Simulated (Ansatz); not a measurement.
Ansatz (an electronic-structure program) input:

Ansatz 0.2 input:
```yaml
crystal:
  periodic: [false, false, false]
  atoms:
    - {symbol: C, position_ang: [1.49375860, 0.93590360, 0.61655776]}
    - {symbol: C, position_ang: [0.54448626, 0.25735295, 0.32958994]}
    - {symbol: C, position_ang: [-0.58743394, -0.59110517, 0.03664527]}
    - {symbol: O, position_ang: [-1.28222454, -0.47303958, -0.94259566]}
    - {symbol: H, position_ang: [2.33101412, 1.54736477, 0.85341856]}
    - {symbol: H, position_ang: [-0.77808336, -1.37595642, 0.79058889]}
basis:
  gaussian:
    orbitals: def2-TZVP
hamiltonian:
  xc: b3lyp
  dispersion: d3bj
phonons: {temperatures: {t_min: 298.15, t_max: 298.15, t_step: 100}}
```

Task: Which total energy does the run end on?

Result: -190.73549 Eh (B3LYP-D3(BJ)/def2-TZVP). The basis has 136 functions. The run takes about 30 core-seconds (a rough figure).
